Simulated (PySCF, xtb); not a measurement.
C₆H₁₄S, SMILES C(CCCCS)C.

xtb with GFN2-xTB at its own geometry gives an orbital gap of 4.48 eV and a dipole moment of 2.42 D.

Coordinates come from a B3LYP-D3(BJ)/def2-SVP optimisation. The values are those of a single conformer.

Problem. What does M06-2X/def2-SVP run with PySCF give? (An estimate is asked for; the answer gives what the named calculation found.)

Solution. gap 9.64 eV (levels -7.74 and 1.90 eV), dipole 1.66 D.
